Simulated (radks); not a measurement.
Results of a calculation; reference values are marked as such.
Removal energies from the promethium ion Pm13+, [Kr] 4d10 4f2, by Delta-SCF beside the eigenvalue of the level emptied. Level of theory: non-relativistic Kohn-Sham, PBE, spin-polarised, spherical densities, point nucleus (a radial shooting solver on a logarithmic mesh with Libxc functionals). Open shells are filled with parallel spins first.

removed from         final configuration  Delta-SCF (eV)  -eigenvalue (eV)
4f                         [Kr] 4d10 4f1          244.11            229.24
4d                          [Kr] 4d9 4f2          369.30            353.72
4p            [Ar] 3d10 4s2 4p5 4d10 4f2          473.42            457.35
4s            [Ar] 3d10 4s1 4p6 4d10 4f2          531.96            515.66
